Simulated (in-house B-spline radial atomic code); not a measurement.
Stripping bromine of all its electrons. The total binding energy is the sum of the 35 successive ionisation energies. Configuration: [Ar] 3d10 4s2 (4p1/2)2 (4p3/2)3. Computed with a radial B-spline atomic code at the basis-set limit: Dirac-Hartree-Fock, average of the jj configuration, Fermi nucleus of rms radius 4.1629 fm.

Dirac-Coulomb total energy: -2605.0291 hartree. First-order corrections (hartree): Breit 1.288, self-energy 0.9581, vacuum polarisation -0.09588, recoil 0.0132.

**Question.** What total binding energy follows, and how does it compare with the sum of NIST's ionisation energies?

**Answer.** 70828 eV from the corrected total, against 70863 ± 28 eV from NIST's table (measured, semi-empirical and theoretical entries, uncertainties added in quadrature). The difference, +35 eV, is within about twice the table's uncertainty, so it can't show the correlation energy.

**Question.** What share of the binding belongs to the last two electrons?

**Answer.** 47 % by NIST's values (33254.2 eV).
